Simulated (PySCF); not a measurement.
Spin states of TlSi

Unrestricted PBE0; basis Tl def2-SVPD with ECP60, Si def2-SVPD; scalar-relativistic core potentials; PySCF 2.14. Outer shells of the fragments: Tl 5d10 6s2 6p1; Si 3s2 3p2.

Followed along the bond (rough minima from three points):

```
2Ms+1   unpaired  ⟨S²⟩ at the start  R at minimum (Å)  Te (eV)
    4  σ ↑, π ↑↑               3.75              2.69     0.00
    2  σ ↓, π ↑↑               1.77              2.67     0.36
    2  σ ↑, π ↑↓               1.77              2.69     0.40
    2        σ ↑               0.76              2.69     1.13
    2        π ↑               0.77              2.49     1.26
```

Solutions found at the starting distance of 2.545 Å, counted from the lowest of them; the search is not exhaustive and high or unbound solutions are not listed, so other states can lie among these:

```tsv
2Ms+1	unpaired	term	E (eV)	⟨S²⟩	⟨Lz²⟩	μ (D)
4	σ ↑, π ↑↑	⁴Σ⁻	0.00	3.75	0.00	-2.05
2	σ ↓, π ↑↑	mixed	0.34	1.77	0.00	-2.01
2	σ ↑, π ↑↓	mixed	0.40	1.77	2.02	-1.94
2	σ ↑	mixed	1.13	0.76	2.00	-1.51
2	π ↑	²Π	1.13	0.75	1.01	-0.51
2	π ↑	²Π	1.21	0.77	1.02	-2.63
4	π ↑↑↑	⁴Π	2.52	3.76	1.00	-0.04
4	σ ↑, π ↑↑	mixed	2.74	3.76	2.01	1.80
4	π ↑↑, δ ↑	⁴Δ	5.93	3.76	4.00	0.12
```

A term symbol is given only where ⟨S²⟩ and ⟨Lz²⟩ are close to those of a pure state; real π, δ and φ orbitals otherwise mix terms. A positive dipole means Tl(−)Si(+).

Spin–orbit coupling is left out, which matters for elements this heavy, above all for dissociation energies.
